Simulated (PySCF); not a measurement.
## YP from Hartree–Fock to correlated methods

State: ¹Σ⁺ (singlet), closed shell. Set-up: basis Y def2-TZVPP with ECP28, P def2-TZVPP; scalar-relativistic core potentials; PySCF 2.14. De refers to Y (4d1 5s2) + P in their high-spin ground configurations, without counterpoise correction. A positive dipole means Y(−)P(+).

```json
{"Level": "RHF", "Re (Å)": "2.307", "ωe (cm⁻¹)": "488", "De (eV)": "n/a", "μ (D)": "-9.06", "CPU s a point (SCF and correlation, without the integrals)": "0.81"}
{"Level": "RHF-MP2", "Re (Å)": "2.353", "ωe (cm⁻¹)": "454", "De (eV)": "n/a", "μ (D)": "n/a", "CPU s a point (SCF and correlation, without the integrals)": "1.3"}
{"Level": "RHF-SCS-MP2", "Re (Å)": "2.357", "ωe (cm⁻¹)": "449", "De (eV)": "n/a", "μ (D)": "n/a", "CPU s a point (SCF and correlation, without the integrals)": "n/a"}
{"Level": "RHF-CCSD", "Re (Å)": "2.330", "ωe (cm⁻¹)": "460", "De (eV)": "2.33", "μ (D)": "n/a", "CPU s a point (SCF and correlation, without the integrals)": "n/a"}
{"Level": "RHF-CCSD(T)", "Re (Å)": "2.351", "ωe (cm⁻¹)": "447", "De (eV)": "2.83", "μ (D)": "n/a", "CPU s a point (SCF and correlation, without the integrals)": "28"}
{"Level": "PBE", "Re (Å)": "2.318", "ωe (cm⁻¹)": "457", "De (eV)": "3.60", "μ (D)": "-6.55", "CPU s a point (SCF and correlation, without the integrals)": "2.8"}
{"Level": "r²SCAN", "Re (Å)": "2.301", "ωe (cm⁻¹)": "474", "De (eV)": "3.27", "μ (D)": "-7.13", "CPU s a point (SCF and correlation, without the integrals)": "6.1"}
{"Level": "M06-L", "Re (Å)": "2.297", "ωe (cm⁻¹)": "483", "De (eV)": "3.64", "μ (D)": "-7.36", "CPU s a point (SCF and correlation, without the integrals)": "6.3"}
{"Level": "r²SCANh", "Re (Å)": "2.295", "ωe (cm⁻¹)": "481", "De (eV)": "3.10", "μ (D)": "-7.35", "CPU s a point (SCF and correlation, without the integrals)": "8.9"}
{"Level": "B3LYP", "Re (Å)": "2.317", "ωe (cm⁻¹)": "462", "De (eV)": "3.01", "μ (D)": "-6.90", "CPU s a point (SCF and correlation, without the integrals)": "3.4"}
{"Level": "PBE0", "Re (Å)": "2.293", "ωe (cm⁻¹)": "482", "De (eV)": "3.12", "μ (D)": "-7.37", "CPU s a point (SCF and correlation, without the integrals)": "7.2"}
{"Level": "HSE06", "Re (Å)": "2.298", "ωe (cm⁻¹)": "478", "De (eV)": "3.11", "μ (D)": "-7.23", "CPU s a point (SCF and correlation, without the integrals)": "5.3"}
{"Level": "BHandHLYP", "Re (Å)": "2.296", "ωe (cm⁻¹)": "485", "De (eV)": "2.36", "μ (D)": "-7.75", "CPU s a point (SCF and correlation, without the integrals)": "2.4"}
```

Problem. Which functional lies closest to RHF-CCSD(T) in De, which farthest, and by how much do they differ from it?

Solution. Closest is B3LYP (-3.4 pm in Re, +3.4 % in ωe, +0.18 eV in De against RHF-CCSD(T) in the same basis), farthest M06-L (-5.4 pm in Re, +8.1 % in ωe, +0.81 eV in De). CCSD(T) converges more slowly with the basis than the functionals do and binds too weakly in this one, so the order can change at the basis-set limit.

Problem. What does the step from GGA to meta-GGA do here, going from PBE to r²SCAN?

Solution. r²SCAN less PBE: -1.7 pm in Re, +3.7 % in ωe, -0.33 eV in De. 

Problem. What does second-order correlation do here, going from RHF to RHF-MP2?

Solution. RHF-MP2 less RHF: +4.6 pm in Re, -7.0 % in ωe. Correlation nearly always deepens the well. The bond lengthens, as in strong covalent bonds, where excitations into antibonding orbitals dominate.

Correlated steps freeze 5 core orbitals. The metal atom is held in its measured ground configuration; semilocal functionals can put another filling of s and d lower by some tenths of an eV, and De to that atom would be smaller. These are scalar-relativistic numbers at best; spin–orbit coupling would shift them, the dissociation energy most. Where the molecule has an RHF reference, its open-shell atoms are computed with UHF. The CCSD T1 diagnostic is raised, a sign that a single reference may not be enough here.

The whole job (state search and all levels along the bond) took about 8.4 min on 2 threads of Arm Neoverse V2 (shared host), peak memory 2.5 GiB.
